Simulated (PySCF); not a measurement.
# Correlation energy of Al¹¹⁺ (aluminium, charge +11)

1s2, closed-shell 1S. Calculation: PySCF 2.14, in an even-tempered Gaussian basis (17 s from 6.2 bohr⁻², ratio 2.2; 7 p from 9.7 bohr⁻², ratio 2.4; 4 d from 29 bohr⁻², ratio 2.4; 3 f from 44 bohr⁻², ratio 2.4; 3 g from 65 bohr⁻², ratio 2.4); scalar relativity by spin-free X2C-1e. Frozen: nothing; 2 electrons correlated; the 12 highest virtual orbitals of each spin left out.

With two correlated electrons CCSD is exact within the correlated space (frozen core and kept virtual orbitals).

| level | correlation energy (mhartree) |
| --- | --- |
| CCSD | -45.99 |

Diagnostics: T1 = 1.5e-05, D1 = 0.0000, largest double amplitude 0.003.

Cost of the coupled-cluster step: roughly 7 core-seconds, for 2 correlated electrons.
